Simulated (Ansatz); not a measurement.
Geometry optimisation, Ansatz, RHF/def2-SVP.

input.yaml

```yaml
crystal:
  periodic: [false, false, false]
  atoms:
    - { symbol: O, position_ang: [-1.0459, 1.2604, -0.9868] }
    - { symbol: Al, position_ang: [-0.0406, 0.8432, 0.4275] }
    - { symbol: Sb, position_ang: [0.5525, -1.6882, 0.8318] }
    - { symbol: Cl, position_ang: [-0.1418, -2.2976, -1.3382] }
    - { symbol: H, position_ang: [-2.0165, 1.2506, -0.6639] }
    - { symbol: H, position_ang: [0.5012, 1.9916, 1.4191] }
    - { symbol: H, position_ang: [2.2522, -1.428, 0.2648] }
basis:
  gaussian: { orbitals: def2-SVP }
hamiltonian:
  xc: hf
relax:
  f_tol: 0.02
  max_steps: 50
```

Launched with:

```bash
$ ansatz run input.yaml --threads 1 --pin off --max-ram 2048MiB --backend cpu --events-out ev --progress --plain --runs-dir out
```

Task: Where does it end, and by what steps?

Result: It converged. After 17 steps the energy has fallen by 0.752 eV; H5 moved furthest, 0.85 Å.

| step | energy less start (eV) | largest force component (eV/Å) | accepted |
| --- | --- | --- | --- |
| 0 | 0.0000 | 3.113 | yes |
| 1 | -0.1771 | 2.242 | yes |
| 2 | -0.3399 | 1.815 | yes |
| 3 | -0.3990 | 1.943 | yes |
| 4 | -0.6207 | 0.641 | yes |
| 5 | -0.6752 | 0.656 | yes |
| 6 | -0.7353 | 0.306 | yes |
| 7 | -0.7375 | 0.306 | yes |
| 8 | -0.6793 | 1.823 | no |
| 9 | -0.7440 | 0.188 | yes |
| 10 | -0.7501 | 0.081 | yes |
| 11 | -0.7455 | 0.119 | no |
| 12 | -0.7511 | 0.049 | yes |
| 13 | -0.7515 | 0.025 | yes |
| 14 | -0.7519 | 0.058 | yes |
| 15 | -0.7523 | 0.039 | yes |
| 16 | -0.7523 | 0.023 | yes |
| 17 | -0.7524 | 0.012 | yes |

```xyz
7
Properties=species:S:1:pos:R:3
O -1.197 1.331 -0.580
Al -0.034 0.941 0.572
Sb 0.634 -1.654 0.840
Cl -0.478 -2.143 -1.260
H -1.599 0.763 -1.217
H 0.575 2.080 1.465
H 2.160 -1.386 0.133
```

Whether the end is a true minimum wasn't checked by a vibrational analysis.

Run time: 90 s on 1 thread of Intel(R) Xeon(R) Processor @ 2.70GHz (shared host), peak memory 0.2 GiB.
